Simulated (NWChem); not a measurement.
## Basis-set convergence for FGeI

```xyz
3

Ge    -1.0237    -1.0099     0.0000
F      0.1269    -2.3590     0.0000
I      0.5965     1.0103     0.0000
```
Charge 0, spin multiplicity 1.

All runs are NWChem calculations. All single points use one geometry, from PBE/def2-SVP with def2 effective core potentials on I, a minimum by its harmonic frequencies.

Quantity: LUMO energy at the level PBE0.

Effective core potentials replace the inner electrons of I; spin-orbit coupling is left out. The structure started from a generated list of species.

Costs are rough ratios of processor time within this set of runs, SCF included, with def2-SVP as 1.

| basis | functions | LUMO energy (eV) | relative cost |
|---|---|---|---|
| def2-SVP | 72 | ___ | 1 |
| def2-SVPD | 96 | ___ | under 3 |
| def2-TZVP | 129 | -3.10 | under 3 |
| def2-TZVPP | 129 | -3.10 | under 3 |
| def2-TZVPD | 153 | -3.14 | 4 |
| def2-QZVP | 214 | -3.14 | 20 |

Q: Complete the blanks.

A: 
- def2-SVP, LUMO energy (eV): -3.07
- def2-SVPD, LUMO energy (eV): -3.21
